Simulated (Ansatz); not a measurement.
`BNBNC` + `N[SiH2]CO` → `BN[SiH2]CO` + `CNBN`  (ligand exchange at a B–N bond)

Gas-phase electronic energies from Ansatz, PBE0-D4/def2-TZVP geometries. CCSD(T)/CBS adds triple-zeta CCSD(T) − MP2 to the extrapolated MP2 energy (def2 sets, frozen cores). Functionals use def2-TZVPP. B3LYP here is the variant with VWN-RPA as its local correlation; programs differ in this. Each species was taken in one conformer, which may not be the lowest.

```csv
level,ΔE (kJ/mol),difference from CCSD(T)/CBS
PBE-D4,-12.1,0.3
r2SCAN-D4,-13.8,-1.4
PBE0-D4,-13.3,-0.9
B3LYP-D4,-14.0,-1.6
ωB97X-V,-14.5,-2.1
ωB97M-V,-13.5,-1.1
B2PLYP,-15.7,-3.3
PBE,-14.3,-1.9
r2SCAN,-14.2,-1.8
PBE0,-15.0,-2.6
B3LYP,-17.4,-5.0
HF/def2-TZVPP,-22.4,-10.0
MP2/def2-TZVPP,-13.3,-0.9
SCS-MP2/def2-TZVPP,-15.1,-2.7
CCSD/def2-TZVPP,-14.5,-2.1
CCSD(T)/def2-TZVPP,-12.9,-0.5
HF/def2-QZVPP,-22.7,-10.3
MP2/def2-QZVPP,-13.2,-0.8
SCS-MP2/def2-QZVPP,-14.9,-2.5
HF/CBS(def2),-22.7,-10.3
MP2/CBS(def2),-12.9,-0.5
CCSD/CBS(def2),-14.1,-1.7
CCSD(T)/CBS,-12.4,0
```

Largest T1 diagnostic among the species: 0.013.

The D4 term adds +3.5 kJ/mol with B3LYP and +1.8 kJ/mol with PBE0; it sums over pairs of atoms, weighted by their polarisabilities, and B3LYP, whose exchange is more repulsive, gets the larger term. In def2-TZVPP, CCSD(T) changes the Hartree–Fock value by +9.6 kJ/mol (the triples alone add +1.7 kJ/mol) and MP2 by +9.1 kJ/mol.
